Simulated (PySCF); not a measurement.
[WO2F2]− relaxed at several levels

Computed with PySCF 2.14.0, def2-SVP on the ligands, density fitting, scalar-relativistic core potentials, no spin-orbit coupling, vacuum. Each row is relaxed at its own level from the same template. Distances are means of the shortest metal–ligand contacts, charges and spins Mulliken's.

```
level   basis on the metal    state  point group  M–O (Å)  M–F (Å)  charge on M (e)  spin on M (e)  HOMO–LUMO gap (eV)  strongest infrared band, degenerate modes summed (cm⁻¹)  unstable modes (below −25 cm⁻¹)
B3LYP  def2-SVP with ECP60  doublet          C2v    1.745    1.954             0.81           0.96                2.98                                                      930                                0
```

Task: What does the calculation give for PBE0, def2-SVP with ECP60?

Result: state: doublet, point group: C2v, M–O (Å): 1.734, M–F (Å): 1.945, charge on M (e): 0.87, spin on M (e): 1.00, HOMO–LUMO gap (eV): 3.66, strongest infrared band, degenerate modes summed (cm⁻¹): 947, unstable modes (below −25 cm⁻¹): 0.
```xyz
5

W     0.0000    0.0000    0.1969
O     1.0201    1.0201    1.1592
O    -1.0201   -1.0201    1.1592
F     0.8876   -0.8876   -1.2884
F    -0.8876    0.8876   -1.2884
```

One start shape was tried for each, so a minimum needn't be the lowest isomer. Open shells may have lower solutions than those found.
